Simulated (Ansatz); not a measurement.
Species: TaO (charge +1, triplet). The spin state was set by rule; other spins were not relaxed. SMILES: [O]=[Ta+]
Structure (B3LYP-D3(BJ)/def2-TZVP (Ansatz, a first-principles code) minimum search):
```
O
Ta 1 1.6713
```
Charge +1, spin multiplicity 3.

Wanted: vertical ionisation energy (to the doublet state of charge +2; each state is the SCF solution reached for its spin; the UHF <S^2> is 0.99 for the doublet (pure: 0.75); for the doublet T1 is 0.062), in eV. Cores are frozen in the correlated levels unless marked. Open shells are spin-unrestricted. Spin-orbit coupling is left out. The frozen core is the preceding noble-gas configuration, with the filled d and f shells of earlier blocks. Past Kr the def2 sets carry scalar-relativistic core potentials. Basis-set limits of correlation are two-point, X^-3; Hartree-Fock from the larger set.

```json
[
 {"level": "SVWN5/def2-TZVPD", "program": "Ansatz", "vertical ionisation energy (eV)": "15.71"}
]
```

Predict the CCSD(T)/CBS(def2-TZVPPD,def2-QZVPPD) result (Ansatz).

14.91 eV, so SVWN5/def2-TZVPD differs from it by 0.80 eV.
